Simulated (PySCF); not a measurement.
# `InChI=1S/C6H10OS/c1-5(3-7)6(2)4-8-6/h3,5H,4H2,1-2H3/t5-,6+/m1/s1`

Molfile (atoms numbered from 1):
```
C6H10OS
     RDKit          3D

 18 18  0  0  0  0  0  0  0  0999 V2000
   -1.4604   -0.7046    0.8062 C   0  0  0  0  0  0  0  0  0  0  0  0
   -0.8033    0.4285    0.0201 C   0  0  2  0  0  0  0  0  0  0  0  0
   -1.3248    0.5018   -1.3977 C   0  0  0  0  0  0  0  0  0  0  0  0
   -2.2121   -0.1627   -1.8476 O   0  0  0  0  0  0  0  0  0  0  0  0
    0.7135    0.3134   -0.0004 C   0  0  2  0  0  0  0  0  0  0  0  0
    1.2614   -0.9177   -0.6790 C   0  0  0  0  0  0  0  0  0  0  0  0
    1.4678    0.8873    1.1421 C   0  0  0  0  0  0  0  0  0  0  0  0
    1.5836    1.8713   -0.3646 S   0  0  0  0  0  0  0  0  0  0  0  0
   -1.0173   -0.7902    1.7956 H   0  0  0  0  0  0  0  0  0  0  0  0
   -2.5241   -0.5072    0.9100 H   0  0  0  0  0  0  0  0  0  0  0  0
   -1.3449   -1.6475    0.2787 H   0  0  0  0  0  0  0  0  0  0  0  0
   -1.0597    1.3919    0.4805 H   0  0  0  0  0  0  0  0  0  0  0  0
   -0.7934    1.2577   -2.0093 H   0  0  0  0  0  0  0  0  0  0  0  0
    0.8047   -1.0473   -1.6585 H   0  0  0  0  0  0  0  0  0  0  0  0
    1.0528   -1.8014   -0.0776 H   0  0  0  0  0  0  0  0  0  0  0  0
    2.3382   -0.8327   -0.8071 H   0  0  0  0  0  0  0  0  0  0  0  0
    0.9195    1.3550    1.9496 H   0  0  0  0  0  0  0  0  0  0  0  0
    2.3898    0.4107    1.4473 H   0  0  0  0  0  0  0  0  0  0  0  0
  1  2  1  0
  2  3  1  0
  3  4  2  0
  2  5  1  0
  5  6  1  6
  5  7  1  0
  7  8  1  0
  8  5  1  0
  1  9  1  0
  1 10  1  0
  1 11  1  0
  2 12  1  1
  3 13  1  0
  6 14  1  0
  6 15  1  0
  6 16  1  0
  7 17  1  0
  7 18  1  0
M  END
```

Method: PySCF 2.14.0, TDDFT B3LYP/def2-SVPD circular dichroism and optical rotation, one conformer, gas phase. Geometry: GFN2-xTB.

The molecule is flexible and this is one conformer; a measurement averages over conformers.

Stereocentres: C2 R, C5 R.

(1) What is the specific rotation at 633, 589.3, 546, 436, 405, 365, 355 nm?

(2) And for the mirror image at 589.3 nm?

(3) What is the molar rotation [Φ] = [α]·M/100 of the geometry above at 589.3 nm?

## Answers

(1) [α] in deg dm⁻¹ (g/mL)⁻¹:
| λ (nm) | origin-invariant length gauge | modified velocity gauge | length gauge (centre of mass) | isotropic polarisability (au) |
| --- | --- | --- | --- | --- |
| 633 | +399.6 | +382.7 | +400.7 | 94.5 |
| 589.3 | +483.1 | +462.9 | +484.3 | 94.9 |
| 546 | +597.7 | +573.2 | +599.2 | 95.4 |
| 436 | +1241.4 | +1193.9 | +1243.8 | 97.3 |
| 405 | +1671.1 | +1609.2 | +1673.9 | 98.2 |
| 365 | +2807.9 | +2710.1 | +2811.4 | 99.8 |
| 355 | +3332.4 | +3218.6 | +3336.1 | 100.3 |

(2) -483.1 deg dm⁻¹ (g/mL)⁻¹ (origin-invariant length gauge): the same size and the opposite sign.

(3) With M = 130.21 g/mol, +629.0 deg cm² dmol⁻¹ (origin-invariant length gauge).

The first excitation lies at 4.23 eV (293 nm) with R = +24.5 × 10⁻⁴⁰ esu² cm² (velocity form).
